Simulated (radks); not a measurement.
All-electron atom: the europium ion Eu45+ in [Ar] (the NIST ground configuration).

Calculated with a radial shooting solver on a logarithmic mesh with Libxc functionals: non-relativistic Kohn-Sham, LB94 model potential, spin-polarised, spherical densities, point nucleus; relativity is left out, which matters for an element this heavy.

Energy parts (eV):
kinetic: 234878.74
electron-nucleus: -497340.77
Hartree: 31445.23
(The LB94 potential has no energy functional, so no total or exchange-correlation energy is given.)

Orbitals (lengths in bohr, moments of r in powers of bohr; <r^-3> diverges for s and p1/2; r(90%) holds 90 % of the orbital's charge):
| orbital | occ. | eigenvalue (eV) | r(90%) | <r> | <1/r> | <r^-3> |
|---|---|---|---|---|---|---|
| 1s | 2 | -48521.04 | 0.0428 | 0.02406 | 62.50 | - |
| 2s | 2 | -10009.17 | 0.155 | 0.1013 | 14.68 | - |
| 2p | 6 | -9681.635 | 0.138 | 0.08595 | 14.67 | 8699 |
| 3s | 2 | -3905.497 | 0.354 | 0.2449 | 5.991 | - |
| 3p | 6 | -3778.359 | 0.343 | 0.2323 | 5.961 | 2143 |

The highest occupied level is 3p at -3778.4 eV. The electron density at the nucleus is 1.781e+05 e/bohr^3.
